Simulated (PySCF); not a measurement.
SMILES CC1(C)OB[OH+]C1(C)C (C6H14BO2 (cation, charge +1)) at its GFN2-xTB optimised geometry (Å):

```
23

C     -1.1319     1.0196    -1.5380
C     -0.7122     0.7648    -0.0912
C     -1.5171     1.6484     0.8532
O      0.6819     1.1378     0.0000
B      1.4904     0.1240     0.0000
O      0.7105    -1.0977    -0.0375
C     -0.7111    -0.7572     0.2933
C     -0.8906    -1.0194     1.7812
C     -1.6206    -1.6462    -0.5336
H     -2.1898     0.8216    -1.6751
H     -0.9458     2.0647    -1.7713
H     -0.5521     0.4168    -2.2323
H     -1.1200     1.6276     1.8628
H     -2.5566     1.3358     0.8657
H     -1.4698     2.6742     0.4993
H      2.6483     0.1240     0.0000
H      1.0066    -1.9597     0.2891
H     -0.7300    -2.0739     2.0011
H     -1.9041    -0.7754     2.0850
H     -0.1978    -0.4293     2.3776
H     -1.3603    -1.6279    -1.5874
H     -2.6483    -1.3112    -0.4278
H     -1.5693    -2.6742    -0.1813
```

Calculation: PySCF 2.14.0 with CAM-B3LYP/def2-SVP. Cells within 0.4 Å of a nucleus heavier than hydrogen are left out (blank, or x).

Map of the deformation density (molecule minus spherical neutral atoms) (e/bohr³) on the plane z = 0.0 Å:

```
|22222222222222222222222222222|
|22222222222222222222222222222|
|22222222222222222222222222222|
|22222222222222222222222222222|
|22222222221222222222222222222|
|22222222111122222222222222222|
|22222222111112222222222222222|
|22222221122211222222222222222|
|22222211122111122222222222222|
|22222211111110124321222222222|
|2222221111231013x311112222222|
|222222111126x14xxx21121222222|
|22222211110xxx327941232122222|
|222222211002730147xx772112222|
|222222211114840013xx993112222|
|22222211110373002533442122222|
|222221111125x021x731222222222|
|222221122259504xxx11112222222|
|2222112332463010x311122222222|
|22222112222210015511122222222|
|22222111245211111001122222222|
|22222211256311111011222222222|
|22222221122112211112222222222|
|22222222111122222222222222222|
|22222222211222222222222222222|
|22222222222222222222222222222|
|22222222222222222222222222222|
|22222222222222222222222222222|
|22222222222222222222222222222|
```
Scale: ten equal steps from -0.028 (start of '0') to 0.096 (end of '9'), in the order '0123456789'; x runs from -5.00 to 5.00, y from -5.00 (bottom) to 5.00 (top).
